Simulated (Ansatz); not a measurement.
Reaction (formal exchange of groups at a B–N bond): `[SiH3]NBS` + `[SiH3][SeH]` → `SB[SiH2][SeH]` + `N[SiH3]`

Program: Ansatz. Geometries: PBE0-D4/def2-TZVP. ΔE: electronic, gas phase. CBS: MP2 limit from def2 TZ/QZ plus the TZ coupled-cluster correction, frozen cores. This one scheme is used for every species. DFT in def2-TZVPP. B3LYP here is the variant with VWN-RPA as its local correlation; programs differ in this. For Se outer-core shells are correlated without core-valence functions, which leaves a few kJ/mol of doubt a bond. Scalar relativity is left out up to krypton. Each species was taken in one conformer, which may not be the lowest.

```tsv
level	ΔE (eV)
B97M-V	1.20
B3LYP-D4	1.25
B2PLYP	1.30
PBE0	1.20
B3LYP	1.29
RPA@PBE/def2-TZVPP	1.25
MP2/CBS(def2)	1.27
CCSD/CBS(def2)	1.25
```

**Question.** What does CCSD(T)/CBS give? (Estimate.)

**Answer.** Computed: +1.23 eV. The listed levels differ from it by -0.03, 0.02, 0.07, -0.03, 0.06, 0.02, 0.04, 0.02 eV.

**Question.** What do rigid-rotor, harmonic-oscillator terms from PBE0-D4/def2-TZVP frequencies (298.15 K, 1 bar) make of the CCSD(T)/CBS value? (An estimate is asked.)

**Answer.** Ansatz gave: ΔZPE = +0.02 eV, ΔH = +1.26 eV, ΔS = 7 J/(mol·K), ΔG = +1.24 eV.

Largest T1 diagnostic among the species: 0.013.

In def2-TZVPP, CCSD(T) changes the Hartree–Fock value by −0.18 eV (the triples alone add −0.02 eV) and MP2 by −0.14 eV. From PBE to PBE0 (25 % exact exchange), in def2-TZVPP and without D4, ΔE moves by +0.05 eV.
